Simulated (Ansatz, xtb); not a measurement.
## Two isomers of C4H5ClGeSe

We compare X, `Clc1c[se][c]([GeH3])c1`, a singlet, with Y, `Clc1cc[se][c]1[GeH3]`, a singlet. Both are isolated molecules in the gas phase, relaxed with r2SCAN-D4/def2-SVP.

Energies in hartree; the thermal terms are from GFN2-xTB frequencies at re-optimised GFN2-xTB minima (ideal gas, soft modes damped towards free rotors, one conformer each, 298.15 K, 1 atm) and include the zero-point energy:

```
                               X            Y
E, CCSD(T)/def2-SVP  −5089.435562  −5089.438598
    E, MP2/def2-SVP  −5089.360148  −5089.363593
  E, MP2/def2-TZVPP  −5090.482468  −5090.485188
  zero-point energy      0.066185      0.066748
       H(298 K) − E      0.076012      0.076332
       G(298 K) − E      0.030148      0.031491
```

Question: Correct the CCSD(T) difference for the basis set by the MP2 change, then work out ΔE, ΔE₀, ΔH and ΔG for X → Y in kcal/mol (1 Eh = 627.51 kcal/mol) and the equilibrium ratio [Y]/[X].

Answer: 1. Differences Y − X: CCSD(T) −0.003036, MP2 in the small set −0.003445, MP2 in the large set −0.002720 Eh.
2. ΔE = −0.003036 + (−0.002720 − (−0.003445)) = −0.002311 Eh = −1.45 kcal/mol.
3. ΔE₀ = ΔE + ΔZPE = −0.002311 + (+0.000563) Eh = −1.10 kcal/mol.
4. ΔH = ΔE + (+0.000320) Eh = −1.25 kcal/mol.
5. ΔG = ΔE + (+0.001343) Eh = −0.61 kcal/mol, so ΔS = (ΔH − ΔG)/T = −9.0 J/(mol K).
6. kT = 0.9442 mEh, so K = [Y]/[X] = exp(−ΔG/kT) = exp(+1.03) ≈ 2.8.

The two are too close for this level to say which is favoured. An error of 1 kcal/mol in ΔG would change K by a factor of 5.4. HF/STO-3G gave ΔE the other sign. Mirror images and further conformers aren't counted.

As drawn, both hold the same kinds of bond in the same numbers.

Other levels gave ΔE = −3.6 (GFN2-xTB); +1.5 (HF/STO-3G, GFN2-xTB geometries); −0.1 (r2SCAN-D4/def2-SVP//GFN2-xTB); −2.0 (r2SCAN-D4/def2-SVP); −1.2 (HF/def2-SVP); −2.2 (MP2/def2-SVP); −1.9 (CCSD(T)/def2-SVP) kcal/mol. The correlated steps freeze 27 core orbitals; the filled d shell of Ge and Se is correlated, in a basis made for valence electrons. Programs: Ansatz 0.2.0, xtb 6.7.1.
